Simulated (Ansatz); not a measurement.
Basis-set extrapolation for `COB(C)OC` (PBE0-D4/def2-TZVP geometry, frozen core, Ansatz 0.2.0). Multiplicity 1, RHF reference.

```csv
,def2-TZVPP,def2-QZVPP
HF,-293.473555,-293.487760
MP2 correlation,-1.095236,-1.173043
CCSD(T) correlation,-1.185650,not run
```

Energies in hartree. Use E(X) = E(∞) + A·exp(−7.88·√X) for Hartree–Fock and E(X) = E(∞) + B·X^(−2.97) for correlation, with X = 3 and 4, and add CCSD(T) minus MP2 of the smaller set to the MP2 limit.

Task: What is the CCSD(T) energy at the basis-set limit?

Result: HF limit: -293.487760 + (-0.014205) × 0.13774 = -293.48972. MP2 limit: -1.173043 + (-0.077807) × 0.74074 = -1.23068. Higher-order term: -1.185650 − (-1.095236) = -0.09041. Total: -294.81081 hartree, 95.1 kcal/mol below CCSD(T)/def2-TZVPP.
